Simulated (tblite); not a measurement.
Compound: C₆H₇BrF (doublet state).
Atom-mapped SMILES: `[F:1][C:2]1=[C:3]([Br:4])[CH:5][CH2:6][CH2:7][CH2:8]1` (hydrogens: H9 on C5; H10, H11 on C6; H12, H13 on C7; H14, H15 on C8)
Bond orders are those of one Lewis drawing.

Computed with GFN2-xTB (tblite), gas phase: L-BFGS steps from a force-field or distance-geometry start until the largest atomic force falls under 0.01 eV/Å.

Step 18: E = -684.9791 eV
```
atom  x, y, z in Å  |  force x, y, z in eV/Å
F1      1.0146    2.5618    0.3809   -0.055  -0.064   0.127
C2      0.5867    1.2891    0.4262   -0.013  -0.071  -0.149
C3      1.4583    0.2219    0.3662    0.139   0.152   0.063
Br4     3.3644    0.5180    0.4545   -0.179   0.035   0.094
C5      1.0008   -1.0636    0.2253   -0.012   0.070  -0.208
C6     -0.3860   -1.3372   -0.2408   -0.101   0.054  -0.034
C7     -1.0873   -0.0632   -0.7088   -0.009   0.049   0.196
C8     -0.8823    1.0259    0.3623    0.083  -0.061  -0.055
H9      1.6760   -1.8938    0.2662    0.189  -0.123   0.087
H10    -0.3149   -2.0501   -1.0652   -0.147  -0.113   0.022
H11    -0.9779   -1.7987    0.5555    0.051  -0.108   0.046
H12    -0.6261    0.2535   -1.6547   -0.294   0.044   0.194
H13    -2.1571   -0.2478   -0.8463    0.187   0.047  -0.123
H14    -1.4298    1.9381    0.1203    0.101   0.003  -0.011
H15    -1.2438    0.6539    1.3363    0.060   0.087  -0.251
```

Step 19: E = -684.9959 eV
```
atom  x, y, z in Å  |  force x, y, z in eV/Å
F1      1.0210    2.5617    0.3839   -0.057  -0.100   0.149
C2      0.5919    1.2884    0.4269   -0.122  -0.074  -0.134
C3      1.4649    0.2201    0.3682    0.037   0.140   0.011
Br4     3.3637    0.5201    0.4991   -0.130   0.030   0.068
C5      1.0121   -1.0628    0.1935    0.002   0.006  -0.086
C6     -0.3833   -1.3431   -0.2412   -0.107   0.128  -0.078
C7     -1.0916   -0.0707   -0.7002   -0.035   0.182   0.191
C8     -0.8804    1.0316    0.3592    0.034  -0.095  -0.089
H9      1.6846   -1.8961    0.2433    0.184  -0.085   0.057
H10    -0.3409   -2.0477   -1.0739   -0.082  -0.164   0.057
H11    -0.9514   -1.8093    0.5714    0.051  -0.061   0.000
H12    -0.6436    0.2491   -1.6526   -0.282  -0.001   0.218
H13    -2.1636   -0.2517   -0.8284    0.193   0.024  -0.107
H14    -1.4251    1.9421    0.0949    0.163  -0.039   0.023
H15    -1.2630    0.6762    1.3338    0.149   0.109  -0.279
```

Step 20: E = -685.0120 eV
```
atom  x, y, z in Å  |  force x, y, z in eV/Å
F1      1.0249    2.5600    0.3914   -0.047  -0.094   0.163
C2      0.5960    1.2860    0.4240   -0.167  -0.052  -0.101
C3      1.4722    0.2197    0.3690   -0.103   0.053  -0.058
Br4     3.3605    0.5242    0.5408   -0.054   0.028   0.048
C5      1.0232   -1.0614    0.1625    0.032  -0.099   0.026
C6     -0.3821   -1.3476   -0.2425   -0.049   0.133  -0.081
C7     -1.0961   -0.0751   -0.6893   -0.048   0.200   0.108
C8     -0.8774    1.0363    0.3542   -0.011  -0.077  -0.097
H9      1.6958   -1.8986    0.2267    0.109   0.015   0.012
H10    -0.3705   -2.0497   -1.0800   -0.006  -0.153   0.098
H11    -0.9246   -1.8223    0.5860    0.056   0.022  -0.056
H12    -0.6659    0.2478   -1.6466   -0.191  -0.028   0.152
H13    -2.1661   -0.2542   -0.8166    0.098  -0.011  -0.052
H14    -1.4172    1.9454    0.0725    0.188  -0.036   0.031
H15    -1.2770    0.6975    1.3257    0.191   0.099  -0.192
```

Step 21: E = -685.0222 eV
```
atom  x, y, z in Å  |  force x, y, z in eV/Å
F1      1.0253    2.5569    0.3994   -0.032  -0.059   0.165
C2      0.5962    1.2831    0.4200   -0.114  -0.023  -0.070
C3      1.4752    0.2197    0.3688   -0.161  -0.043  -0.095
Br4     3.3573    0.5273    0.5665   -0.018   0.030   0.035
C5      1.0298   -1.0617    0.1470    0.056  -0.162   0.058
C6     -0.3820   -1.3485   -0.2439    0.027   0.073  -0.047
C7     -1.0999   -0.0749   -0.6810   -0.050   0.083   0.000
C8     -0.8755    1.0388    0.3486   -0.022  -0.018  -0.071
H9      1.7067   -1.9001    0.2156    0.011   0.111  -0.013
H10    -0.3884   -2.0544   -1.0798    0.040  -0.100   0.102
H11    -0.9085   -1.8315    0.5922    0.046   0.090  -0.071
H12    -0.6852    0.2487   -1.6403   -0.079  -0.021   0.033
H13    -2.1662   -0.2559   -0.8115   -0.022  -0.034   0.007
H14    -1.4084    1.9480    0.0597    0.158   0.011   0.008
H15    -1.2809    0.7124    1.3166    0.161   0.063  -0.042
```

**Question.** Estimate the geometry and energy of step 22. (The exact step hangs on the optimiser's Hessian estimate; all steps are aligned on step 21, rigid shifts and turns removed.)

**Answer.** E = -685.0281 eV, largest force 0.178 eV/Å
```
atom  x, y, z in Å  |  force x, y, z in eV/Å
F1      1.0244    2.5536    0.4063   -0.020  -0.024   0.162
C2      0.5943    1.2808    0.4168   -0.026  -0.015  -0.054
C3      1.4742    0.2189    0.3685   -0.121  -0.092  -0.092
Br4     3.3553    0.5287    0.5827   -0.032   0.030   0.024
C5      1.0333   -1.0641    0.1426    0.046  -0.131   0.030
C6     -0.3816   -1.3473   -0.2450    0.068  -0.007  -0.015
C7     -1.1036   -0.0736   -0.6762   -0.041  -0.041  -0.074
C8     -0.8750    1.0408    0.3435   -0.020   0.027  -0.036
H9      1.7162   -1.9001    0.2044   -0.048   0.143  -0.011
H10    -0.3950   -2.0592   -1.0764    0.056  -0.050   0.076
H11    -0.9003   -1.8359    0.5927    0.022   0.122  -0.045
H12    -0.6996    0.2492   -1.6369   -0.006  -0.005  -0.062
H13    -2.1673   -0.2585   -0.8073   -0.093  -0.044   0.044
H14    -1.3998    1.9514    0.0518    0.105   0.059  -0.018
H15    -1.2800    0.7234    1.3104    0.108   0.029   0.071
```

The energy changes by -0.0059 eV. The first-order estimate −F·Δx gives -0.0084 eV and the mean of the old and new forces, exact on a quadratic surface, -0.0059 eV. The step makes an angle of 64° with the force vector and moves no atom by more than 0.016 Å.

Run on one thread of an x86-64 server, shared host.
